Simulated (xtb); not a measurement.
Be(Me) (CH3Be), SMILES [Be+][CH3], charge +1. All values are semi-empirical tight-binding results from xtb (GFN2-xTB unless named), good for trends rather than for accurate numbers. Coordinates come from a GFN2-xTB optimisation. The multiplicity is an assumed one; other spin states were not compared. The isomer is the one that the SMILES or the coordinates give; other isomers of the formula were not compared.

For metal compounds this method's bond lengths and energies can be far off.

* **point group as xtb finds it**: C3v
* **orbital gap**: 3.33 eV
* **zero-point energy**: 20.1 kcal/mol
* **G − E(el) at 298.15 K (modified RRHO)**: 6.9 kcal/mol

Computed IR lines (harmonic; lines under 4 % of the strongest left out, lines within 3 cm⁻¹ merged):
ν (cm⁻¹): 451 (vs), 845 (w), 1284 (w), 2811 (w) (against the strongest line: vs over 80 %, s over 45 %, m over 15 %, w over 4 %, vw less)
